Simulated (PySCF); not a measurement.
## Electronic structure of Ag(2+) (silver, charge +2) at the UHF level

Configuration: [Kr] 4d9, 2D determinant. Calculation: PySCF 2.14, in def2-SVP with the def2 core potential (28 electrons) (5s3p2d1f, 31 functions); a scalar-relativistic core potential.

```
Total energy                                                  : -145.120613 hartree
One-electron energy                                           : -246.1432 hartree
Hartree (Coulomb) energy                                      : 113.8267 hartree
Exchange energy                                               : -12.8041 hartree
⟨S²⟩                                                          : 0.7519
⟨L²⟩                                                          : 6.019
Sum of ⟨r⟩                                                    : 19.75 bohr
Sum of ⟨r²⟩                                                   : 26.83 bohr²
Traceless quadrupole moment −½Σ⟨3z² − r²⟩ along its main axis : -0.557 e·bohr²
Time after the integrals                                      : 0.09 s of wall time on 1 thread of Neoverse-V2 (shared host)
```

```json
{"shell": "4s α", "electrons": "1", "mean orbital energy (hartree)": "-5.22034", "spread (hartree)": "0", "rms radius, mean of both spins (bohr)": "0.979"}
{"shell": "4s β", "electrons": "1", "mean orbital energy (hartree)": "-5.13991", "spread (hartree)": "0", "rms radius, mean of both spins (bohr)": "0.979"}
{"shell": "4p α", "electrons": "3", "mean orbital energy (hartree)": "-3.66691", "spread (hartree)": "0.07055", "rms radius, mean of both spins (bohr)": "1.08"}
{"shell": "4p β", "electrons": "3", "mean orbital energy (hartree)": "-3.56819", "spread (hartree)": "0.04747", "rms radius, mean of both spins (bohr)": "1.08"}
{"shell": "4d α", "electrons": "5", "mean orbital energy (hartree)": "-1.35630", "spread (hartree)": "0.08095", "rms radius, mean of both spins (bohr)": "1.41"}
{"shell": "4d β", "electrons": "4", "mean orbital energy (hartree)": "-1.31274", "spread (hartree)": "0.06188", "rms radius, mean of both spins (bohr)": "1.41"}
```

Energies and moments cover only the electrons outside the core potential.
